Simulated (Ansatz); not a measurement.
Reaction (formal exchange of groups at the Si–C bond): `O[SiH2]C(F)F` + `[GeH3][O]C1CO1` → `O[SiH2][O][GeH3]` + `FC(F)C1CO1`

Computed with Ansatz on PBE0-D4/def2-TZVP structures; ΔE is electronic, products minus reactants. CBS: MP2 limit from def2 TZ/QZ plus the TZ coupled-cluster correction, frozen cores. DFT in def2-TZVPP. B3LYP here is the variant with VWN-RPA as its local correlation; programs differ in this. For Ge outer-core shells are correlated without core-valence functions, which leaves a few kJ/mol of doubt a bond. Scalar relativity is left out up to krypton. Each species was taken in one conformer, which may not be the lowest.

```json
{"level": "PBE-D4", "ΔE (kJ/mol)": "-172.6", "difference from CCSD(T)/CBS": "25.0"}
{"level": "r2SCAN-D4", "ΔE (kJ/mol)": "-188.7", "difference from CCSD(T)/CBS": "8.9"}
{"level": "PBE0-D4", "ΔE (kJ/mol)": "-184.8", "difference from CCSD(T)/CBS": "12.8"}
{"level": "B3LYP-D4", "ΔE (kJ/mol)": "-186.4", "difference from CCSD(T)/CBS": "11.2"}
{"level": "ωB97X-V", "ΔE (kJ/mol)": "-188.8", "difference from CCSD(T)/CBS": "8.8"}
{"level": "ωB97M-V", "ΔE (kJ/mol)": "-191.4", "difference from CCSD(T)/CBS": "6.2"}
{"level": "B2PLYP", "ΔE (kJ/mol)": "-194.2", "difference from CCSD(T)/CBS": "3.4"}
{"level": "PBE", "ΔE (kJ/mol)": "-172.6", "difference from CCSD(T)/CBS": "25.0"}
{"level": "r2SCAN", "ΔE (kJ/mol)": "-188.7", "difference from CCSD(T)/CBS": "8.9"}
{"level": "PBE0", "ΔE (kJ/mol)": "-184.8", "difference from CCSD(T)/CBS": "12.8"}
{"level": "B3LYP", "ΔE (kJ/mol)": "-186.4", "difference from CCSD(T)/CBS": "11.2"}
{"level": "HF/def2-TZVPP", "ΔE (kJ/mol)": "-210.6", "difference from CCSD(T)/CBS": "-13.0"}
{"level": "MP2/def2-TZVPP", "ΔE (kJ/mol)": "-204.4", "difference from CCSD(T)/CBS": "-6.8"}
{"level": "SCS-MP2/def2-TZVPP", "ΔE (kJ/mol)": "-202.7", "difference from CCSD(T)/CBS": "-5.1"}
{"level": "CCSD/def2-TZVPP", "ΔE (kJ/mol)": "-200.5", "difference from CCSD(T)/CBS": "-2.9"}
{"level": "CCSD(T)/def2-TZVPP", "ΔE (kJ/mol)": "-197.7", "difference from CCSD(T)/CBS": "-0.1"}
{"level": "HF/def2-QZVPP", "ΔE (kJ/mol)": "-212.1", "difference from CCSD(T)/CBS": "-14.5"}
{"level": "MP2/def2-QZVPP", "ΔE (kJ/mol)": "-204.8", "difference from CCSD(T)/CBS": "-7.2"}
{"level": "SCS-MP2/def2-QZVPP", "ΔE (kJ/mol)": "-203.3", "difference from CCSD(T)/CBS": "-5.7"}
{"level": "HF/CBS(def2)", "ΔE (kJ/mol)": "-212.3", "difference from CCSD(T)/CBS": "-14.7"}
{"level": "MP2/CBS(def2)", "ΔE (kJ/mol)": "-204.2", "difference from CCSD(T)/CBS": "-6.6"}
{"level": "CCSD/CBS(def2)", "ΔE (kJ/mol)": "-200.4", "difference from CCSD(T)/CBS": "-2.8"}
{"level": "CCSD(T)/CBS", "ΔE (kJ/mol)": "-197.6", "difference from CCSD(T)/CBS": "0"}
```

Largest T1 diagnostic among the species: 0.012.

From PBE to PBE0 (25 % exact exchange), in def2-TZVPP and without D4, ΔE moves by −12.2 kJ/mol. In def2-TZVPP, CCSD(T) changes the Hartree–Fock value by +12.9 kJ/mol (the triples alone add +2.8 kJ/mol) and MP2 by +6.3 kJ/mol.
